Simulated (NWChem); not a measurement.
System: MoN₂H₂F₂; SMILES [NH]=[Mo](=[NH])([F])[F]

Input file for NWChem:

```
start job
memory heap 200 mb stack 900 mb global 1100 mb
geometry units angstroms noautoz
  Mo     0.000000     0.000000     0.052278
  N      0.000000    -1.387132    -0.949868
  H      0.000000    -1.882431    -1.839649
  N      0.000000     1.387132    -0.949868
  H      0.000000     1.882431    -1.839649
  F     -1.573365     0.000000     1.036721
  F      1.573365     0.000000     1.036721
end
basis spherical
  Mo library def2-svp
  N library def2-svp
  H library def2-svp
  F library def2-svp
end
ecp
  Mo library def2-ecp
end
dft
  xc m06-l
  iterations 150
  mulliken
end
task dft gradient
```

Output (shortened):

```
             Northwest Computational Chemistry Package (NWChem) 7.3.0
             --------------------------------------------------------

 C2V symmetry detected

                             Geometry "geometry" -> ""
                             -------------------------

 Output coordinates in angstroms (scale by  1.889725989 to convert to a.u.)

  No.       Tag          Charge          X              Y              Z
 ---- ---------------- ---------- -------------- -------------- --------------
    1 Mo                  42.0000     0.00000000     0.00000000     0.00123584
    2 N                    7.0000     0.00000000    -1.38713200    -1.00091016
    3 H                    1.0000     0.00000000    -1.88243100    -1.89069116
    4 N                    7.0000     0.00000000     1.38713200    -1.00091016
    5 H                    1.0000     0.00000000     1.88243100    -1.89069116
    6 F                    9.0000    -1.57336500     0.00000000     0.98567884
    7 F                    9.0000     1.57336500     0.00000000     0.98567884

 Effective nuclear repulsion energy (a.u.)     497.8041910843

      Symmetry information
      --------------------

 Group name             C2v
 Group number             16
 Group order               4
 No. of unique centers     4

                                 NWChem DFT Module
                                 -----------------

 Summary of "ao basis" -> "ao basis" (spherical)
 ------------------------------------------------------------------------------
       Tag                 Description            Shells   Functions and Types
 ---------------- ------------------------------  ------  ---------------------
 Mo                         def2-svp                11       31   5s3p2d1f
 N                          def2-svp                 6       14   3s2p1d
 H                          def2-svp                 3        5   2s1p
 F                          def2-svp                 6       14   3s2p1d

      Symmetry analysis of basis
      --------------------------

        a1         38
        a2         12
        b1         22
        b2         25

            General Information
            -------------------
          SCF calculation type: DFT
          Wavefunction type:  closed shell.
          No. of atoms     :     7
          No. of electrons :    48
           Alpha electrons :    24
            Beta electrons :    24
          Charge           :     0
          Spin multiplicity:     1
          Use of symmetry is: on ; symmetry adaption is: on
          Maximum number of iterations: 150
          AO basis - number of functions:    97
                     number of shells:    41
          Convergence on energy requested:  1.00D-06
          Convergence on density requested:  1.00D-05
          Convergence on gradient requested:  5.00D-04

              XC Information
              --------------
                        M06-L Method XC Functional
                         M06-L Exchange Functional  1.000
                       M06-L Correlation Potential  1.000

             Grid Information
             ----------------
          Grid used for XC integration:  medium
          Radial quadrature: Mura-Knowles
          Angular quadrature: Lebedev.
          Tag              B.-S. Rad. Rad. Pts. Rad. Cut. Ang. Pts.
          ---              ---------- --------- --------- ---------
          Mo                  1.45      123           9.0       590
          N                   0.65       49          10.0       434
          H                   0.35       45          11.0       434
          F                   0.50       49          10.0       434
          Grid pruning is: on
          Number of quadrature shells:   266
          Spatial weights used:  Erf1

      Superposition of Atomic Density Guess
      -------------------------------------

 Sum of atomic energies:        -385.36393187

      Non-variational initial energy
      ------------------------------

 Total energy =    -375.918424
 1-e energy   =    -981.779572
 2-e energy   =     384.080885
 HOMO         =      -0.370224
 LUMO         =      -0.026225

      Symmetry analysis of molecular orbitals - initial
      -------------------------------------------------

  Numbering of irreducible representations:

     1 a1          2 a2          3 b1          4 b2

  Orbital symmetries:

     1 a1          2 b1          3 a1          4 b2          5 a1
     6 b2          7 a1          8 b1          9 a1         10 b1
    11 a1         12 b2         13 a1         14 b1         15 a2
    16 a1         17 b2         18 b1         19 a1         20 b2
    21 a1         22 a2         23 b1         24 b2         25 a1
    26 a1         27 a2         28 a1         29 b1         30 b2
    31 a1         32 b2         33 b1         34 b2

     ---------------------------------------------
      Total Density - Mulliken Population Analysis
     ---------------------------------------------

    Atom       Charge   Shell Charges
 -----------   ------   -------------------------------------------------------
    1 Mo  14    11.12  -0.39  1.55  0.87  0.18  0.04  5.95  0.26  0.11  2.12  0.33  0.08
    2 N    7     8.03   1.99  1.10  0.58  2.63  1.72  0.01
    3 H    1     0.75   0.58  0.12  0.04
    4 N    7     8.03   1.99  1.10  0.58  2.63  1.72  0.01
    5 H    1     0.75   0.58  0.12  0.04
    6 F    9     9.66   1.99  1.15  0.81  3.54  2.17  0.00
    7 F    9     9.66   1.99  1.15  0.81  3.54  2.17  0.00

   convergence    iter        energy       DeltaE   RMS-Dens  Diis-err
 ---------------- ----- ----------------- --------- --------- ---------
 d= 0,ls=0.0,diis     1   -378.0539003015 -6.00D+02  5.03D-02  3.45D+00
 d= 0,ls=0.0,diis     2   -372.0258221375  6.03D+00  4.48D-02  4.58D+01
 d= 0,ls=0.0,diis     3   -378.3101774129 -6.28D+00  9.01D-03  1.55D+00
 d= 0,ls=0.0,diis     4   -378.4605845694 -1.50D-01  2.50D-03  2.03D-01
 d= 0,ls=0.0,diis     5   -378.4800847023 -1.95D-02  7.66D-04  9.14D-03
  Resetting Diis
 d= 0,ls=0.0,diis     6   -378.4793652001  7.20D-04  5.39D-04  8.92D-04
 d= 0,ls=0.0,diis     7   -378.4796338978 -2.69D-04  2.85D-04  7.81D-05
 d= 0,ls=0.0,diis     8   -378.4796575300 -2.36D-05  9.95D-05  5.81D-05
 d= 0,ls=0.0,diis     9   -378.4796444999  1.30D-05  8.24D-05  1.74D-04
 d= 0,ls=0.0,diis    10   -378.4796612586 -1.68D-05  2.53D-05  2.19D-05
 d= 0,ls=0.0,diis    11   -378.4796636306 -2.37D-06  2.54D-06  1.19D-07
 d= 0,ls=0.0,diis    12   -378.4796636409 -1.04D-08  8.01D-07  9.73D-09

         Total DFT energy =     -378.479663640908
      One electron energy =     -986.343054523066
           Coulomb energy =      429.376125887646
    Exchange-Corr. energy =      -43.292998281153
 Nuclear repulsion energy =      221.780263275666

 Numeric. integr. density =       47.999995245258

                  Occupations of the irreducible representations
                  ----------------------------------------------

                     irrep           alpha         beta
                     --------     --------     --------
                     a1               10.0         10.0
                     a2                2.0          2.0
                     b1                6.0          6.0
                     b2                6.0          6.0

                       DFT Final Molecular Orbital Analysis
                       ------------------------------------

 Vector   22  Occ=2.000000D+00  E=-2.987044D-01  Symmetry=a2
              MO Center= -3.9D-15,  1.4D-13, -2.9D-01, r^2= 3.1D+00
   Bfn.  Coefficient  Atom+Function         Bfn.  Coefficient  Atom+Function
  ----- ------------  ---------------      ----- ------------  ---------------
    15      0.386855  1 Mo d -2              35      0.313483  2 N  px
    54     -0.313483  4 N  px                74     -0.259233  6 F  py
    88      0.259233  7 F  py                38     -0.249817  2 N  px
    57      0.249817  4 N  px                77      0.189127  6 F  py
    91     -0.189127  7 F  py                26     -0.039603  1 Mo f -2

 Vector   23  Occ=2.000000D+00  E=-2.804663D-01  Symmetry=b1
              MO Center=  7.1D-15, -1.7D-13, -6.8D-01, r^2= 3.0D+00
   Bfn.  Coefficient  Atom+Function         Bfn.  Coefficient  Atom+Function
  ----- ------------  ---------------      ----- ------------  ---------------
    35      0.360396  2 N  px                54      0.360396  4 N  px
    38     -0.280228  2 N  px                57     -0.280228  4 N  px
    18     -0.239513  1 Mo d  1               6      0.213742  1 Mo px
    73     -0.178768  6 F  px                87     -0.178768  7 F  px
    76      0.144668  6 F  px                90      0.144668  7 F  px

[...]

                         DFT ENERGY GRADIENTS

    atom               coordinates                        gradient
                 x          y          z           x          y          z
   1 Mo      0.000000   0.000000   0.002335    0.000000   0.000000  -0.002158
   2 N       0.000000  -2.621299  -1.891446    0.000000   0.011561   0.006391
   3 H       0.000000  -3.557279  -3.572888    0.000000   0.000196   0.000773
   4 N       0.000000   2.621299  -1.891446    0.000000  -0.011561   0.006391
   5 H       0.000000   3.557279  -3.572888    0.000000  -0.000196   0.000773
   6 F      -2.973229   0.000000   1.862663    0.009368   0.000000  -0.006085
   7 F       2.973229   0.000000   1.862663   -0.009368   0.000000  -0.006085
```

Level: M06-L/def2-SVP with def2 effective core potentials on Mo. Structure relaxed at the PBE0/def2-SVP level. def2 effective core potentials on Mo; no spin-orbit coupling.
